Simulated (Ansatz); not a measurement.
Consider the formal hydrolysis of a Mo–Cl bond: `[NH2][Mo](=[O])(=[O])[Cl]` + H₂O → `[NH2][Mo](=[O])(=[O])[OH]` + HCl.

Calculated with Ansatz (gas phase, PBE0-D4/def2-TZVP geometries, no zero-point term in ΔE). CCSD(T)/CBS is the MP2 limit (def2-TZVPP, def2-QZVPP) plus CCSD(T) − MP2 in def2-TZVPP, frozen cores. This one scheme is used for every species. DFT in def2-TZVPP. Elements past krypton have def2 core potentials. For Mo outer-core shells are correlated without core-valence functions, which leaves a few kJ/mol of doubt a bond. One conformer a species, not always the lowest.

`[NH2][Mo](=[O])(=[O])[Cl]`:

Cartesian coordinates in Å:
```
N 1.063 -0.194 0.516
Mo -0.651 0.168 -0.253
O -1.827 -0.204 0.879
O -0.716 1.790 -0.659
Cl -0.953 -1.096 -2.109
H 1.205 -0.838 1.281
H 1.880 0.374 0.346
```

H₂O:

```xyz
3

O     0.208    0.298    0.139
H    -0.525   -0.152    0.565
H     0.317   -0.146   -0.705
```

`[NH2][Mo](=[O])(=[O])[OH]`:

Cartesian coordinates in Å:
```
N 1.280 -0.630 0.039
Mo -0.567 -0.107 0.163
O -1.136 -0.552 1.678
O -1.406 -0.878 -1.071
O -0.735 1.757 -0.014
H 1.706 -0.981 -0.806
H 1.869 -0.780 0.845
H -1.011 2.171 -0.835
```

HCl:

```xyz
2

Cl    0.545   -0.276   -0.188
H    -0.545    0.276    0.188
```

CCSD(T)/CBS gives +47.3 kJ/mol.

Task: Another level gave +34.4 kJ/mol. Which?
A. SCS-MP2/def2-TZVPP
B. PBE-QIDH/def2-TZVPP
C. r2SCANh/def2-TZVPP
D. HF/def2-TZVPP

Result: D. HF/def2-TZVPP 34.4, r2SCANh 39.5, SCS-MP2/def2-TZVPP 52.7, PBE-QIDH 48.5 kJ/mol.

Task: What do rigid-rotor, harmonic-oscillator terms from PBE0-D4/def2-TZVP frequencies (298.15 K, 1 bar) make of the CCSD(T)/CBS value? (Estimate.)

Result: The calculation gave: ΔZPE = -8.2 kJ/mol, ΔH = +38.9 kJ/mol, ΔS = -3 J/(mol·K), ΔG = +39.8 kJ/mol.

Largest T1 diagnostic among the species: 0.025, so the coupled-cluster value is less sure than usual.

At CCSD(T), def2-SVP lies −12.1 kJ/mol from the extrapolated value and def2-TZVPP −5.5 kJ/mol. In def2-TZVPP, CCSD(T) changes the Hartree–Fock value by +7.4 kJ/mol (the triples alone add +3.2 kJ/mol) and MP2 by +25.2 kJ/mol.
